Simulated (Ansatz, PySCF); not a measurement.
The pair A = CH3NO (SMILES NC=O) (first 6 atoms), B = H2Se (SMILES [SeH2]); geometry from B3LYP-D3(BJ)/def2-TZVP.
(charge 0, multiplicity 1):
```xyz
9

N     -1.0944    -0.4170     0.1949
C      0.1748    -0.3141    -0.2577
O      1.1568    -0.1900     0.4447
H     -1.2677    -0.3853     1.1908
H     -1.8645    -0.5103    -0.4431
H      0.2406    -0.3562    -1.3601
Se     0.1270     0.0014     3.5432
H     -0.2982    -0.7062     4.7641
H      0.9117    -1.1463     3.0768
```

Correlated levels freeze the cores. Filled d and f shells under p-block atoms count as core. CBS: X⁻³ extrapolation of the correlation energy, Hartree–Fock from the larger set. MP2 and its Hartree–Fock in aug-cc-pVTZ are density fitted.

Run with Ansatz (a first-principles code) with Gaussian orbitals; PySCF for the dispersion terms. 

The monomers are drawn apart, rigid, along the line of their centres of mass. Counterpoise-corrected interaction energies (kcal/mol):

```tsv
level	R = 4.534 Å	R = 5.639 Å
PBE/def2-TZVPPD	-1.5853	-0.5586
PBE-D3(BJ)/def2-TZVPPD	-2.0677	-0.7050
wB97M-V/def2-TZVPPD	-1.8157	-0.6544
MP2/CBS(aug-cc-pVDZ, aug-cc-pVTZ) + ΔCCSD(T)/aug-cc-pVDZ	-1.8310	-0.6395
```

Question: R is the distance of the centres of mass. Find the local exponent m of E ∝ R⁻ᵐ between the two points.

Answer: 
m = ln(E₁/E₂)/ln(R₂/R₁): PBE/def2-TZVPPD 4.8; PBE-D3(BJ)/def2-TZVPPD 4.9; wB97M-V/def2-TZVPPD 4.7; MP2/CBS(aug-cc-pVDZ, aug-cc-pVTZ) + ΔCCSD(T)/aug-cc-pVDZ 4.8. For scale, two fixed dipoles give m = 3, dipole and quadrupole 4, quadrupoles 5, and dispersion or dipole-induced dipole 6 at long range; at these distances several terms mix, and what is left of overlap and damping shifts m, so it need not match one of them.
